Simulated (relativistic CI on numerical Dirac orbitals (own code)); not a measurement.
Forbidden transitions in Hg⁷⁸⁺

Computed by Dirac-Coulomb-Breit CI, orbitals from a KLI potential per configuration, model QED, unscaled Slater integrals (own radial code, finite nucleus).

CI space: 1s², 1s2s, 1s2p, 1s3s, 1s3p, 1s3d, 1s4s, 1s4p, 1s4d, 1s4f, 1s5s, 1s5p, 1s5d, 1s5f, 1s5g, 1s6s, 1s6p, 1s6d, 2s². Levels of other configurations are missing.

| λ vac (Å) | Lower | Upper | Type | A (s⁻¹) | log gf |
| --- | --- | --- | --- | --- | --- |
| 0.1352 | 1s² ¹S0 [1] | 1s6d ¹D2 [59] | E2 | 2.54e+13 | -3.46 |
| 0.1352 | 1s² ¹S0 [1] | 1s6d ³D2 [55] | E2 | 1.98e+13 | -3.57 |
| 0.1367 | 1s² ¹S0 [1] | 1s5d ¹D2 [43] | E2 | 4.17e+13 | -3.23 |
| 0.1368 | 1s² ¹S0 [1] | 1s5d ³D2 [37] | E2 | 3.27e+13 | -3.34 |
| 0.1397 | 1s² ¹S0 [1] | 1s4d ¹D2 [29] | E2 | 7.36e+13 | -2.97 |
| 0.1398 | 1s² ¹S0 [1] | 1s4d ³D2 [23] | E2 | 5.84e+13 | -3.07 |
| 0.1398 | 1s² ¹S0 [1] | 1s4p ³P°2 [22] | M2 | 1.05e+13 | -3.81 |
| 0.1466 | 1s² ¹S0 [1] | 1s3d ¹D2 [17] | E2 | 1.26e+14 | -2.69 |
| 0.1469 | 1s² ¹S0 [1] | 1s3d ³D2 [13] | E2 | 1.02e+14 | -2.78 |
| 0.1469 | 1s² ¹S0 [1] | 1s3p ³P°2 [12] | M2 | 2.36e+13 | -3.42 |
| 0.1481 | 1s² ¹S0 [1] | 1s3s ³S1 [8] | M1 | 1.04e+13 | -3.99 |
| 0.1713 | 1s² ¹S0 [1] | 1s2p ³P°2 [6] | M2 | 6.48e+13 | -2.85 |
| 0.1771 | 1s² ¹S0 [1] | 1s2s ³S1 [2] | M1 | 2.50e+13 | -3.45 |
| 0.6037 | 1s2p ³P°1 [3] | 1s5f ³F°3 [41] | E2 | 7.73e+12 | -2.53 |
| 0.6773 | 1s2p ³P°2 [6] | 1s5f ³F°4 [45] | E2 | 9.38e+12 | -2.24 |
| 0.6793 | 1s2p ¹P°1 [7] | 1s5f ¹F°3 [47] | E2 | 7.95e+12 | -2.41 |
| 0.7564 | 1s2p ³P°2 [6] | 1s4f ³F°4 [30] | E2 | 1.39e+13 | -1.97 |
| 0.7590 | 1s2p ¹P°1 [7] | 1s4f ¹F°3 [31] | E2 | 1.19e+13 | -2.14 |

Terms are leading LS components. Brackets give the number of a level in order of energy, since labels repeat. The list gives strong lines, with weight on those to low levels, among the lowest 59 of 60 levels, so that lines to higher ones, which can be the strongest, are missing. Levels whose partners in the same complex of configurations lie outside the list can be far off, and so can their lines. Rates are taken at the computed energies, electric ones in the length gauge.

At this charge energies of transitions that change n are usually good to better than 1 %, and those within a shell (Δn = 0) to a few per cent.

LS names give the leading component of a level, which can be under half, so a name can repeat, a term be missing and a line seem to break the LS rules.
